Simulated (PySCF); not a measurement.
# How the method changes the shape and vibrations of H4NOSi

Calculated results; nothing here was measured. They come from PySCF 2.14.0, an open-source quantum chemistry program, on an isolated molecule that a program drew, which may never have been made. The molecule is H4NOSi (charge 0, doublet), drawn as the SMILES string `N[SiH]O`.

The geometry was optimised and harmonic frequencies were computed with HF and MP2, all in the cc-pV(D+d)Z basis, for the commonest isotopes, with a restricted reference for singlets and an unrestricted one otherwise, and a frozen core in MP2. Each result is a local minimum of its method.

Geometry at the HF minimum:
```xyz
7
H4NOSi, angstrom
N     0.3167    2.1973   -0.7690
Si   -1.1915    1.4571   -0.3851
O    -1.1760   -0.1146   -0.8975
H     1.1588    1.8626   -0.3372
H     0.3492    3.1971   -0.8529
H    -2.2210    2.2731   -1.0854
H    -0.8211   -0.2871   -1.7589
```

Lengths of the bonds as drawn, in Å (atoms numbered as above):
| bond | HF | MP2 |
|---|---|---|
| N1-Si2 | 1.723 | 1.739 |
| Si2-O3 | 1.653 | 1.676 |
| N1-H4 | 1.004 | 1.019 |
| N1-H5 | 1.004 | 1.020 |
| Si2-H6 | 1.489 | 1.494 |
| O3-H7 | 0.948 | 0.969 |

Rotational constants, in GHz:
| constant | HF | MP2 |
|---|---|---|
| A | 24.34 | 24.09 |
| B | 7.354 | 7.172 |
| C | 5.962 | 5.843 |

Harmonic frequencies in cm^-1, each column in rising order, so a row needn't be the same motion in every method:
```
rank,HF,MP2
1,201,206
2,231,221
3,380,370
4,490,499
5,719,680
6,782,746
7,841,792
8,888,854
9,935,909
10,980,943
11,1693,?
12,2240,2199
13,3762,3577
14,3852,3681
15,4135,3842
```

**Estimate the missing MP2 frequency from the HF column.**

A single factor s that minimises the squared misfit of MP2 against s times HF over the other rows is sum(HF x MP2) / sum(HF^2) = 0.9492, with an rms misfit of 33 cm^-1. For rank 11 it gives 0.9492 x 1693 = 1607 cm^-1. The calculation gives 1570 cm^-1, 37 cm^-1 below the estimate. The drawn bonds are on average 1.3 % longer in MP2 than in HF.
